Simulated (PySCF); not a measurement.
A structure optimised at r2SCAN-D4/def2-SVP, used in a PySCF frequency run:

```
Se
S 1 2.2202
H 2 1.3560 1 97.47
Se 1 2.3428 2 106.61 3 86.86
H 4 1.4770 1 96.48 2 86.45
```

**Question.** Write its SMILES and formula.

**Answer.** S[Se][SeH], H2SSe2

**Question.** What are its rotational constants (standard atomic weights)?

**Answer.** 6.2948, 1.4011, 1.1666 GHz
